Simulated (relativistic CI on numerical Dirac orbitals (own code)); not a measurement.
**W5+: L2,3 absorption edge**

Computed with this model: Dirac-Coulomb-Breit CI, KLI orbitals optimised for each configuration, a model potential for QED, valence Slater integrals scaled by 0.9, multiplet model of core-to-valence dipole absorption; configurations [Xe] 4f14 5d → [He] 2s2 2p5 3s2 3p6 3d10 4s2 4p6 4d10 4f14 5s2 5p6 5d2; 80 K; Lorentzian 5 eV and Gaussian 1 eV FWHM. Energies are those of the free ion, without screening or charge transfer. The branching ratio is the share of the lower-energy edge in the whole absorption, uncertain by about 0.02 where the edges overlap. S is read from ⟨S²⟩ = S(S + 1).

free ion: ground-state S = 0.50, centroid 10530.89 eV, branching ratio 0.760. Peaks (eV, height): 10210.0 (100), 11546.5 (31).

The statistical ratio of this edge is 2/3 = 0.667. Values above it arise where the holes sit mainly in the j = l + 1/2 valence subshell or the ground state has high spin; values below it where core-valence Coulomb terms move weight to the upper edge, as in nearly empty shells. At deep edges of heavy elements the radial integrals of the two core levels differ, which raises the baseline.

Strongest unbroadened transitions for free ion:

```tsv
Energy (eV)	Relative strength
10207.42	4.3
10207.46	12.1
10208.42	28.5
10208.59	69.4
10209.43	41.6
10209.69	65.8
10209.75	69.1
10209.81	8.5
10209.96	29.4
10210.22	91.6
10210.82	93.4
10211.01	18.7
11545.95	25.9
11546.28	100.0
11547.95	23.2
11548.12	12.0
11548.15	2.3
11552.45	5.2
```
